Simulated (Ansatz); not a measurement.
Job for Ansatz (an electronic-structure program): SC-NEVPT2 on SA-CASSCF(6,5)/cc-pV(Q+d)Z on PH (SMILES [PH]), 2S+1 = 3, a spin state set in the input, which need not be the lowest. Files ending in .json are basis or fitting sets from the Basis Set Exchange.

Ansatz 0.2 input:
```yaml
crystal:
  periodic: [false, false, false]
  atoms:
    - {symbol: P, position_ang: [-0.00000000, -0.00000000, -0.08930384]}
    - {symbol: H, position_ang: [0.00000000, 0.00000000, 1.33955760]}
basis:
  gaussian:
    orbitals: cc-pV_Q+d_Z.json
magnetization: {spin_polarized: false, initial_magnetization: 2}
correlation: {method: sc_nevpt2, electrons: outside_noble_gas, active_space: {window: {electrons: 6, orbitals: 5}, states: [{multiplicity: 1, weights: [1]}, {multiplicity: 3, weights: [1]}]}}
output: {orbitals: {seedname: ./end}}
```

The log:

```
Functional definition: HF
[...]
integrals: 0.06 GiB planned
1048 factors; integrals over basis functions are off by at most 1.6e-7 eV
mean field: 0.20 GiB planned
mean field evaluation 1: about -9286.7618 eV, gradient 6.3e0 eV
mean field evaluation 2: about -9286.7619 eV, gradient 6.3e0 eV
mean field evaluation 4: about -9287.0880 eV, gradient 6.5e-1 eV
mean field evaluation 8: about -9287.0912 eV, gradient 4.9e-4 eV
mean field -9287.09117685 eV, -341.2943057327 hartree, gradient 3.1e-6 eV, S^2 2.000000; 0 other end points of the search recorded, 0 dependent functions left out
reference -9287.09117685 eV, -341.2943057327 hartree; 9, 7 occupied and 85, 87 virtual orbitals, 1048 factors
configuration interaction: 0.15 GiB planned
configuration interaction: 0.00 GiB planned
state -9286.33412564 eV, -341.2664846138 hartree
state -9286.33412564 eV, -341.2664846138 hartree; corrected -9289.35223576 eV, -341.3773981149 hartree
configuration interaction: 0.00 GiB planned
state -9287.59867982 eV, -341.3129561230 hartree
state -9287.59867982 eV, -341.3129561230 hartree; corrected -9290.36611465 eV, -341.4146574772 hartree
Total energy: -9289.85917520 eV, -341.3960277961 hartree
```

The run converged. The last total energy is the mean of the averaged states.

Cost: very roughly 8 core-seconds.
